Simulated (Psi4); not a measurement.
## GaN2H5O (SMILES [NH2][Ga]([NH2])[OH]): the HOMO–LUMO gap, rung by rung

GaN2H5O has 9 atoms, charge 0, and is taken as a singlet. SMILES: `[NH2][Ga]([NH2])[OH]`. Geometry: optimised at PBE0/def2-TZVP.

Each level gives the HOMO–LUMO gap (eV). The values are calculated.

| level | kind | program | value (eV) | CPU time |
| --- | --- | --- | --- | --- |
| PBE-D4/def2-TZVPP (density fitting) | GGA | Psi4 | 4.63 | 50 s |
| r2SCAN-D4/def2-TZVPP (density fitting) | meta-GGA | Psi4 | 5.41 | 2.4 min |
| B3LYP-D4/def2-TZVPP (density fitting) | global hybrid | Psi4 | 6.34 | 53 s |
| PBE0-D4/def2-TZVPP (density fitting) | global hybrid | Psi4 | 6.96 | 51 s |
| wB97M-V/def2-TZVPP (density fitting) | range-separated hybrid | Psi4 | 10.96 | 2.6 min |

All-electron rows without a relativistic Hamiltonian named are non-relativistic. The values span 4.63 to 10.96 eV. Orbital gaps aren't excitation energies; they tend to grow with the share of exact exchange. CPU times are rough (shared hosts, several kinds of processor): they show what a rung costs within a factor of a few.
